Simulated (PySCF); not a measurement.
GeH5NZn. Atoms are numbered in the order given.

```xyz
8

Zn    -0.0522     0.7658    -0.5034
N      0.0177     2.3252    -1.4663
H     -0.5470     3.1156    -1.1578
H     -0.0582     2.2762    -2.4816
Ge     0.0561    -1.2329     0.8011
H      1.0217    -2.2807     0.1940
H      0.5489    -0.9728     2.2460
H     -1.3179    -1.9348     0.9311
```

Geometry: B3LYP-D3(BJ)/def2-SVP. The structure was generated by enumeration; whether it is a known compound was not checked. One conformer was computed; it need not be the lowest.

All values below come from HF/def2-TZVPD in PySCF.

ESP charges are fitted to the potential on shells at 1.4 to 2.0 van der Waals radii. Atomic charges (e):

| atom | ESP fit | IAO |
|---|---|---|
| Zn1 | 0.84 | 1.26 |
| N2 | -1.13 | -1.23 |
| H3 | 0.31 | 0.24 |
| H4 | 0.31 | 0.24 |
| Ge5 | -0.35 | -0.12 |
| H6 | 0.01 | -0.13 |
| H7 | 0.02 | -0.13 |
| H8 | -0.02 | -0.13 |
